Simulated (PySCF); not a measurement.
Job for PySCF: R-BP86/6-31G* on CH5BO2 (SMILES CB(O)O), a point of a torsion scan.

```python
from pyscf import gto, scf, dft, mp
from pyscf.data.elements import chemcore

mol = gto.M(
    atom='''
    C    -0.31769988   -0.91955383   -1.03880733
    B     0.58014078    0.00116444   -0.09321536
    O     1.21469989    1.07887444   -0.61390088
    O     0.58400561   -0.13417553    1.26307543
    H    -0.35783149   -1.96068537   -0.72663807
    H     0.00947830   -0.88858056   -2.07286666
    H    -1.33426360   -0.53191917   -1.01110007
    H     1.22681792    1.85344906   -0.05456213
    H     0.12112142   -0.89158682    1.61625610
    ''',
    basis='6-31g*',
    cart=True,
    charge=0, spin=0, verbose=3, max_memory=1800)
mf = dft.RKS(mol, xc='b88,p86')
mf.conv_tol = 1e-8
mf.max_cycle = 100
mf.kernel()
if not mf.converged:
    mf = mf.newton().run(mf.mo_coeff, mf.mo_occ)
```

**Question.** Give the final energy of this run.

**Answer.** -216.5019 hartree.
